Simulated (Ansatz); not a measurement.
A thermochemical cycle in electronic energies (no zero-point or thermal terms), species as SMILES, kcal/mol. Geometries: B3LYP-D3(BJ)/def2-TZVP minima from Ansatz (an electronic-structure program), one conformer each, not searched for the lowest. Correlated levels leave the core frozen unless marked. Open shells are spin-unrestricted. Spin-orbit coupling is left out. Non-relativistic. Basis-set limits of correlation are two-point, X^-3; Hartree-Fock from the larger set. [CCSD(T)-MP2]/basis is that difference in the basis named. Anions need diffuse functions, of which def2-TZVPD holds fewer than the aug- sets.

```tsv
step	RI-MP2/CBS(aug-cc-pVTZ,aug-cc-pVQZ)+[CCSD(T)-MP2]/aug-cc-pVDZ (Ansatz)	PBE-D3(BJ)/def2-TZVPD (Ansatz + dftd3)
electron affinity EA, positive where the anion is bound: [CH2]B(C)N + e- → [CH2-]B(C)N	21.9	19.0
deprotonation energy A: CB(C)N -> [CH2-]B(C)N + H+	396.8	395.1
ionisation of the H atom at the same level, IE	313.7	313.5
```

Problem. Find the bond energy D: CB(C)N [[amino(methyl)boranyl]methane] -> [CH2]B(C)N + H atom.

Solution. Breaking the bond, ionising the H atom and attaching the electron to the radical add up to the deprotonation, A = D + IE - EA. At RI-MP2/CBS(aug-cc-pVTZ,aug-cc-pVQZ)+[CCSD(T)-MP2]/aug-cc-pVDZ: D = A - IE + EA = 396.8 - 313.7 + 21.9 = 105.0. At PBE-D3(BJ)/def2-TZVPD: D = A - IE + EA = 395.1 - 313.5 + 19.0 = 100.6. The functional differs from the first level by -4.4 in D, -2.9 in EA and -1.7 in A; for EA and A the gap mixes functional and basis. The site is the one shown; other sites or isomers of the anion may lie lower.
